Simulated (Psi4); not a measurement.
A run for Psi4: SAPT0/jun-cc-pV(D+d)Z on CH3NOS (a complex).

```
memory 8100 MB

molecule dimer {
0 1
N     0.08141715   -0.08459136    0.02662002
H     0.71660553    0.69713029   -0.08731696
H     0.50144824   -0.88624045   -0.42973354
H    -0.76990162    0.13822243   -0.47619660
--
0 1
O     1.19388572    1.01499947    2.80680409
C     0.41725650    0.23311106    3.15458709
S    -0.62203120   -0.81337773    3.66738049
units angstrom
symmetry c1
no_reorient
no_com
}

set {
  basis jun-cc-pV(D+d)Z
  scf_type df
  freeze_core true
}

energy('sapt0')
```

Program output:

```
[...]
==> Input File <==

--------------------------------------------------------------------------
memory 8100 MB

molecule dimer {
0 1
N     0.08141715   -0.08459136    0.02662002
H     0.71660553    0.69713029   -0.08731696
H     0.50144824   -0.88624045   -0.42973354
H    -0.76990162    0.13822243   -0.47619660
--
0 1
O     1.19388572    1.01499947    2.80680409
C     0.41725650    0.23311106    3.15458709
S    -0.62203120   -0.81337773    3.66738049
units angstrom
symmetry c1
no_reorient
no_com
}

set {
  basis jun-cc-pV(D+d)Z
  scf_type df
  freeze_core true
}

energy('sapt0')
--------------------------------------------------------------------------


   => Loading Basis Set <=

    Name: JUN-CC-PV(D+D)Z
    Role: ORBITAL
    Keyword: BASIS
    atoms 1   entry N          line   222 file jun-cc-pv_dpd_z.gbs
    atoms 2-4 entry H          line    60 file jun-cc-pv_dpd_z.gbs
    atoms 5   entry O          line   256 file jun-cc-pv_dpd_z.gbs
    atoms 6   entry C          line   188 file jun-cc-pv_dpd_z.gbs
    atoms 7   entry S          line   698 file jun-cc-pv_dpd_z.gbs

   => Loading Basis Set <=

    Name: JUN-CC-PV(D+D)Z
    Role: ORBITAL
    Keyword: BASIS
    atoms 1   entry N          line   222 file jun-cc-pv_dpd_z.gbs
    atoms 2-4 entry H          line    60 file jun-cc-pv_dpd_z.gbs
    atoms 5   entry O          line   256 file jun-cc-pv_dpd_z.gbs
    atoms 6   entry C          line   188 file jun-cc-pv_dpd_z.gbs
    atoms 7   entry S          line   698 file jun-cc-pv_dpd_z.gbs


  //>>>>>>>>>>>>>>>>>>>>>>>>>>>>>>>>>>>//
  //              Dimer HF             //
  //<<<<<<<<<<<<<<<<<<<<<<<<<<<<<<<<<<<//

   => Libint2 <=

    Primary   basis highest AM E, G, H:  7, 6, 3
    Auxiliary basis highest AM E, G, H:  7, 7, 4
    Onebody   basis highest AM E, G, H:  -, -, -
    Solid Harmonics ordering:            Gaussian


   => Loading Basis Set <=

    Name: JUN-CC-PV(D+D)Z
    Role: ORBITAL
    Keyword: BASIS
    atoms 1   entry N          line   222 file jun-cc-pv_dpd_z.gbs
    atoms 2-4 entry H          line    60 file jun-cc-pv_dpd_z.gbs
    atoms 5   entry O          line   256 file jun-cc-pv_dpd_z.gbs
    atoms 6   entry C          line   188 file jun-cc-pv_dpd_z.gbs
    atoms 7   entry S          line   698 file jun-cc-pv_dpd_z.gbs


         ---------------------------------------------------------
                                   SCF
               by Justin Turney, Rob Parrish, Andy Simmonett
                          and Daniel G. A. Smith
                              RHF Reference
                        4 Threads,   7724 MiB Core
         ---------------------------------------------------------

  ==> Geometry <==

    Molecular point group: c1
    Full point group: C1

    Geometry (in Angstrom), charge = 0, multiplicity = 1:

       Center              X                  Y                   Z               Mass
    ------------   -----------------  -----------------  -----------------  -----------------
         N            0.081417150000    -0.084591360000     0.026620020000    14.003074004430
         H            0.716605530000     0.697130290000    -0.087316960000     1.007825032230
         H            0.501448240000    -0.886240450000    -0.429733540000     1.007825032230
         H           -0.769901620000     0.138222430000    -0.476196600000     1.007825032230
         O            1.193885720000     1.014999470000     2.806804090000    15.994914619570
         C            0.417256500000     0.233111060000     3.154587090000    12.000000000000
         S           -0.622031200000    -0.813377730000     3.667380490000    31.972071174400

  Running in c1 symmetry.

  Rotational constants: A =      0.22254  B =      0.02479  C =      0.02240 [cm^-1]
  Rotational constants: A =   6671.55730  B =    743.08606  C =    671.42679 [MHz]
  Nuclear repulsion =  135.616295169128875

  Charge       = 0
  Multiplicity = 1
  Electrons    = 40
  Nalpha       = 20
  Nbeta        = 20

  ==> Algorithm <==

  SCF Algorithm Type is DF.
  DIIS enabled.
  MOM disabled.
  Fractional occupation disabled.
  Guess Type is SAD.
  Energy threshold   = 1.00e-08
  Density threshold  = 1.00e-08
  Integral threshold = 1.00e-12

  ==> Primary Basis <==

  Basis Set: JUN-CC-PV(D+D)Z
    Blend: JUN-CC-PV(D+D)Z
    Number of shells: 44
    Number of basis functions: 96
    Number of Cartesian functions: 101
    Spherical Harmonics?: true
    Max angular momentum: 2

   => Loading Basis Set <=

    Name: (JUN-CC-PV(D+D)Z AUX)
    Role: JKFIT
    Keyword: DF_BASIS_SCF
    atoms 1   entry N          line   202 file jun-cc-pvdz-jkfit.gbs
    atoms 2-4 entry H          line    70 file jun-cc-pvdz-jkfit.gbs
    atoms 5   entry O          line   258 file jun-cc-pvdz-jkfit.gbs
    atoms 6   entry C          line   146 file jun-cc-pvdz-jkfit.gbs
    atoms 7   entry S          line   666 file jun-cc-pvdz-jkfit.gbs

  ==> Integral Setup <==

  DFHelper Memory: AOs need 0.032 GiB; user supplied 5.658 GiB.
  S
[...]
 Total Energy =                       -510.2999204455467748

Computation Completed


Properties will be evaluated at   0.000000,   0.000000,   0.000000 [a0]

Properties computed using the SCF density matrix


 Multipole Moments:

 ------------------------------------------------------------------------------------
     Multipole            Electronic (a.u.)      Nuclear  (a.u.)        Total (a.u.)
 ------------------------------------------------------------------------------------

 L = 1.  Multiply by 2.5417464519 to convert [e a0] to [Debye]
 Dipole X            :         -4.1736117            3.9724416           -0.2011701
 Dipole Y            :          6.4029138           -6.6053139           -0.2024000
 Dipole Z            :       -189.0011024          189.0860776            0.0849752
 Magnitude           :                                                    0.2977515

 ------------------------------------------------------------------------------------

  Constructing Basis Sets for SAPT...

   => Loading Basis Set <=

    Name: (JUN-CC-PV(D+D)Z AUX)
    Role: RIFIT
    Keyword: DF_BASIS_SAPT
    atoms 1   entry N          line   144 file jun-cc-pvdz-ri.gbs
    atoms 2-4 entry H          line    30 file jun-cc-pvdz-ri.gbs
    atoms 5   entry O          line   188 file jun-cc-pvdz-ri.gbs
    atoms 6   entry C          line   100 file jun-cc-pvdz-ri.gbs
    atoms 7   entry S          line   488 file jun-cc-pvdz-ri.gbs

   => Loading Basis Set <=

    Name: (JUN-CC-PV(D+D)Z AUX)
    Role: JKFIT
    Keyword: DF_BASIS_ELST
    atoms 1   entry N          line   202 file jun-cc-pvdz-jkfit.gbs
    atoms 2-4 entry H          line    70 file jun-cc-pvdz-jkfit.gbs
    atoms 5   entry O          line   258 file jun-cc-pvdz-jkfit.gbs
    atoms 6   entry C          line   146 file jun-cc-pvdz-jkfit.gbs
    atoms 7   entry S          line   666 file jun-cc-pvdz-jkfit.gbs


  //>>>>>>>>>>>>>>>>>>>>>>>>>>>>>>>>>>>//
  //               SAPT0               //
  //<<<<<<<<<<<<<<<<<<<<<<<<<<<<<<<<<<<//



        SAPT0
    Ed Hohenstein
     6 June 2009

      Orbital Information
  --------------------------
    NSO        =        96
    NMO        =        96
    NRI        =       322
    NRI (Elst) =       427
    NOCC A     =         5
    NOCC B     =        15
    FOCC A     =         1
    FOCC B     =         7
    NVIR A     =        91
    NVIR B     =        81

    Elst10,r            =    -0.005403853020 [Eh]
    Exch10              =     0.005266685281 [Eh]
    Exch10 (S^2)        =     0.005245996816 [Eh]

    Maxiter = 50
    CPHF R converge = 1.000000E-08

    Iter     Energy [mEh]          dE [mEh]         Residual      Time [s]
       1      -1.97679027       1.976790273     6.583920e-03             0
       2      -2.57338005       0.596589779     1.163757e-03             0
       3      -2.56135164      -0.012028410     5.055862e-04             0
       4      -2.55735791      -0.003993734     1.087848e-04             0
       5      -2.55848843       0.001130525     2.087549e-05             0
       6      -2.55853021       0.000041777     3.995453e-06             0
       7      -2.55849470      -0.000035515     8.022465e-07             0
       8      -2.55850182       0.000007122     1.784396e-07             0
       9      -2.55850073      -0.000001091     3.140051e-08             0
      10      -2.55850082       0.000000092     5.432303e-09             0

    CHF Iterations converged

    Maxiter = 50
    CPHF R converge = 1.000000E-08

    Iter     Energy [mEh]          dE [mEh]         Residual      Time [s]
       1      -0.62039311       0.620393111     8.013198e-03             1
       2      -0.58009593      -0.040297176     1.866944e-03             1
       3      -0.61254774       0.032451803     9.009552e-04             1
       4      -0.62319021       0.010642472     2.437487e-04             1
       5      -0.62298347      -0.000206738     1.134905e-04             1
       6      -0.62140174      -0.001581730     2.498944e-05             1
       7      -0.62167577       0.000274027     7.765829e-06             1
       8      -0.62166997      -0.000005794     2.642532e-06             1
       9      -0.62165623      -0.000013740     1.012776e-06             1
      10      -0.62166190       0.000005671     4.011662e-07             1
      11      -0.62166175      -0.000000153     1.302588e-07             1
      12      -0.62166125      -0.000000499     1.983992e-08             1
      13      -0.62166133       0.000000080     3.534744e-09             1

    CHF Iterations converged

    Ind20,r (A<-B)      =    -0.002558500818 [Eh]
    Ind20,r (B<-A)      =    -0.000621661332 [Eh]
    Ind20,r             =    -0.003180162150 [Eh]
    Exch-Ind20,r (A<-B) =     0.002391356624 [Eh]
    Exch-Ind20,r (B<-A) =     0.000147412867 [Eh]
    Exch-Ind20,r        =     0.002538769491 [Eh]
    Disp20              =    -0.002549431765 [Eh]
    Disp20 (SS)         =    -0.001274715883 [Eh]
    Disp20 (OS)         =    -0.001274715883 [Eh]
    Exch-Disp20         =     0.000460509856 [Eh]
    Exch-Disp20 (SS)    =     0.000250518405 [Eh]
    Exch-Disp20 (OS)    =     0.000209991452 [Eh]

    SAPT Results
  --------------------------------------------------------------------------------------------------------
    Electrostatics                 -5.40385302 [mEh]      -3.39096897 [kcal/mol]     -14.18781415 [kJ/mol]
      Elst10,r                     -5.40385302 [mEh]      -3.39096897 [kcal/mol]     -14.18781415 [kJ/mol]

    Exchange                        5.26668528 [mEh]       3.30489491 [kcal/mol]      13.82768030 [kJ/mol]
      Exch10                        5.26668528 [mEh]       3.30489491 [kcal/mol]      13.82768030 [kJ/mol]
      Exch10(S^2)                   5.24599682 [mEh]       3.29191270 [kcal/mol]      13.77336274 [kJ/mol]

    Induction                      -0.83359965 [mEh]      -0.52309168 [kcal/mol]      -2.18861558 [kJ/mol]
      Ind20,r                      -3.18016215 [mEh]      -1.99558188 [kcal/mol]      -8.34951457 [kJ/mol]
      Exch-Ind20,r                  2.53876949 [mEh]       1.59310191 [kcal/mol]       6.66553838 [kJ/mol]
      delta HF,r (2)               -0.19220699 [mEh]      -0.12061171 [kcal/mol]      -0.50463939 [kJ/mol]

    Dispersion                     -2.08892191 [mEh]      -1.31081829 [kcal/mol]      -5.48446372 [kJ/mol]
      Disp20                       -2.54943177 [mEh]      -1.59979259 [kcal/mol]      -6.69353218 [kJ/mol]
      Exch-Disp20                   0.46050986 [mEh]       0.28897430 [kcal/mol]       1.20906846 [kJ/mol]
      Disp20 (SS)                  -1.27471588 [mEh]      -0.79989629 [kcal/mol]      -3.34676609 [kJ/mol]
      Disp20 (OS)                  -1.27471588 [mEh]      -0.79989629 [kcal/mol]      -3.34676609 [kJ/mol]
      Exch-Disp20 (SS)              0.25051840 [mEh]       0.15720267 [kcal/mol]       0.65773598 [kJ/mol]
      Exch-Disp20 (OS)              0.20999145 [mEh]       0.13177163 [kcal/mol]       0.55133248 [kJ/mol]

  Total HF                         -0.97076739 [mEh]      -0.60916573 [kcal/mol]      -2.54874943 [kJ/mol]
  Total SAPT0                      -3.05968930 [mEh]      -1.91998402 [kcal/mol]      -8.03321315 [kJ/mol]

  Special recipe for scaled SAPT0 (see Manual):
    Electrostatics sSAPT0          -5.40385302 [mEh]      -3.39096897 [kcal/mol]     -14.18781415 [kJ/mol]
    Exchange sSAPT0                 5.26668528 [mEh]       3.30489491 [kcal/mol]      13.82768030 [kJ/mol]
    Induction sSAPT0               -0.80344486 [mEh]      -0.50416926 [kcal/mol]      -2.10944418 [kJ/mol]
    Dispersion sSAPT0              -2.08345210 [mEh]      -1.30738593 [kcal/mol]      -5.47010274 [kJ/mol]
  Total sSAPT0                     -3.02406470 [mEh]      -1.89762925 [kcal/mol]      -7.93968077 [kJ/mol]
  --------------------------------------------------------------------------------------------------------



*** Psi4 exiting successfully. Buy a developer a beer!
```

The run finished.

Cost: around 12 core-seconds (rough).
